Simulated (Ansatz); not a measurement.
Consider the formal exchange of groups at a C–Ga bond: `[CH3][GaH][SiH3]` + `C=CC(F)Cl` → `C=CC(C)(F)Cl` + `[SiH3][GaH2]`.

Gas-phase electronic energies from Ansatz, PBE0-D4/def2-TZVP geometries. CBS: MP2 limit from def2 TZ/QZ plus the TZ coupled-cluster correction, frozen cores. Functionals use def2-TZVPP. For Ga outer-core shells are correlated without core-valence functions, which leaves a few kJ/mol of doubt a bond. Scalar relativity is left out up to krypton. One conformer a species, not always the lowest.

(1) Is it downhill or uphill in electronic energy at CCSD(T)/CBS, and by how much? (An estimate is asked.)

(2) What do these levels give: PBE-D4, B2PLYP, PBE, PBE0, HF/def2-TZVPP, CCSD/CBS(def2)? (Best estimate.)

Largest T1 diagnostic among the species: 0.013.

Answers

(1) Ansatz gave: Uphill: ΔE = +14.0 kJ/mol.

(2) Computed: PBE-D4 14.6, B2PLYP 15.4, PBE 17.4, PBE0 15.2, HF/def2-TZVPP 9.7, CCSD/CBS(def2) 14.5 kJ/mol.

The D4 term adds −4.3 kJ/mol with B3LYP and −2.3 kJ/mol with PBE0; it sums over pairs of atoms, weighted by their polarisabilities, and B3LYP, whose exchange is more repulsive, gets the larger term.

B3LYP here is the variant with VWN-RPA as its local correlation; programs differ in this.
